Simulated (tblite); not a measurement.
Species: C₆H₆NO₂ (charge -1).
SMILES with atom numbers: `[N:1]#[C:2][CH2:3][C:4]1([C:5](=[O:6])[O-:7])[CH2:8][CH2:9]1` (hydrogens: H10, H11 on C3; H12, H13 on C8; H14, H15 on C9)
Bond orders are those of one Lewis drawing.

Computed with GFN2-xTB (tblite), gas phase: Langevin dynamics at 300 K from the optimised GFN2-xTB geometry, time step 0.5 fs, friction 0.01 fs⁻¹, 2000 steps. The instantaneous temperature is 2·E(kin)/(3Nk) with all 3N coordinates.

```
t (fs)  T (K)  E(pot) above start (eV)  N1≡C2 (Å)  C2–C3 (Å)  C3–C4 (Å)  C4–C5 (Å)  C5=O6 (Å)  C3–H10 (Å)  C2–C3–C4–C5 (°)
     0    239                    0.000      1.149      1.425      1.523      1.584      1.233       1.097              149
    25    126                    0.226      1.159      1.444      1.547      1.600      1.245       1.087              151
    50    198                    0.301      1.167      1.413      1.564      1.577      1.229       1.088              150
    75    191                    0.183      1.143      1.398      1.522      1.589      1.247       1.102              150
   100    153                    0.283      1.141      1.418      1.538      1.546      1.269       1.094              149
   125    172                    0.307      1.138      1.425      1.533      1.587      1.216       1.112              152
   150    267                    0.322      1.163      1.404      1.558      1.577      1.263       1.092              143
   175    195                    0.618      1.163      1.423      1.546      1.670      1.309       1.075              142
   200    291                    0.585      1.160      1.410      1.480      1.561      1.189       1.110              137
   225    301                    0.406      1.143      1.440      1.516      1.586      1.246       1.112              141
   250    247                    0.510      1.157      1.459      1.583      1.582      1.308       1.112              137
   275    256                    0.344      1.155      1.408      1.520      1.586      1.219       1.093              145
   300    236                    0.352      1.146      1.434      1.542      1.587      1.239       1.090              151
   325    207                    0.407      1.143      1.420      1.499      1.589      1.283       1.077              144
   350    221                    0.354      1.153      1.436      1.512      1.575      1.211       1.074              149
   375    245                    0.394      1.152      1.452      1.521      1.605      1.224       1.099              153
   400    271                    0.377      1.150      1.450      1.575      1.599      1.264       1.099              147
   425    224                    0.427      1.147      1.391      1.534      1.554      1.199       1.128              146
   450    226                    0.390      1.162      1.387      1.519      1.576      1.225       1.115              153
   475    217                    0.402      1.148      1.487      1.527      1.610      1.243       1.111              150
   500    160                    0.542      1.145      1.451      1.505      1.646      1.189       1.098              142
   525    348                    0.320      1.156      1.387      1.497      1.604      1.236       1.052              152
   550    268                    0.512      1.157      1.394      1.532      1.571      1.234       1.106              166
   575    279                    0.471      1.144      1.421      1.503      1.606      1.207       1.144              161
   600    340                    0.561      1.150      1.420      1.480      1.579      1.236       1.090              155
   625    362                    0.553      1.150      1.373      1.533      1.593      1.214       1.081              158
   650    278                    0.607      1.140      1.408      1.569      1.531      1.219       1.102              163
   675    371                    0.480      1.134      1.415      1.514      1.584      1.229       1.152              158
   700    405                    0.616      1.150      1.494      1.534      1.617      1.228       1.143              159
   725    552                    0.335      1.170      1.434      1.540      1.583      1.213       1.106              165
   750    480                    0.636      1.161      1.395      1.429      1.604      1.218       1.067              163
   775    430                    0.552      1.135      1.453      1.522      1.624      1.227       1.048              163
   800    328                    0.628      1.147      1.460      1.468      1.642      1.226       1.101              173
   825    312                    0.640      1.160      1.433      1.516      1.705      1.233       1.176              165
   850    293                    0.495      1.153      1.382      1.513      1.534      1.226       1.167              161
   875    214                    0.595      1.145      1.418      1.573      1.618      1.232       1.080              154
   900    270                    0.444      1.138      1.466      1.538      1.561      1.228       1.051              157
   925    227                    0.415      1.155      1.432      1.553      1.596      1.239       1.063              163
   950    277                    0.497      1.162      1.355      1.526      1.600      1.236       1.125              158
   975    297                    0.421      1.150      1.425      1.521      1.553      1.247       1.136              164
  1000    286                    0.408      1.133      1.474      1.529      1.618      1.259       1.131              168
```

Problem. From 500 fs on, how do temperature and potential energy compare with equipartition?

Solution. The mean temperature of these 21 frames is 323 K against the target 300 K, and the mean potential energy 0.51 eV against 39 × kT/2 = 0.50 eV for 39 classical harmonic modes. For 15 atoms in a canonical ensemble the temperature itself scatters by T·√(2/(3N)) = 63 K; here its standard deviation is 88 K. The whole run lasts only 10 friction times of 100 fs, so these averages carry a wide statistical error.

Problem. What are the kinetic and total energies of the listed frame with the highest potential energy?

Solution. The one at 825 fs, 0.640 eV above the start. Its kinetic energy is 3NkT/2 = 0.605 eV at 312 K, so the sum is 1.24 eV; over the listed frames the sum runs from 0.46 to 1.57 eV, since the thermostat adds and removes energy.

Problem. How much do the listed bonds fluctuate from 500 fs on?

Solution. 
```
  bond  at the start (Å)  mean (Å)  standard deviation (Å)
 N1≡C2             1.149     1.149                   0.010
 C2–C3             1.425     1.423                   0.034
 C3–C4             1.523     1.519                   0.032
 C4–C5             1.584     1.598                   0.039
 C5=O6             1.233     1.227                   0.014
C3–H10             1.097     1.106                   0.038
```

The motion is classical and holds no zero-point motion.

The cost below is that of the whole dynamics run. Time: 13 s. Hardware: x86-64 server, one thread (shared host).
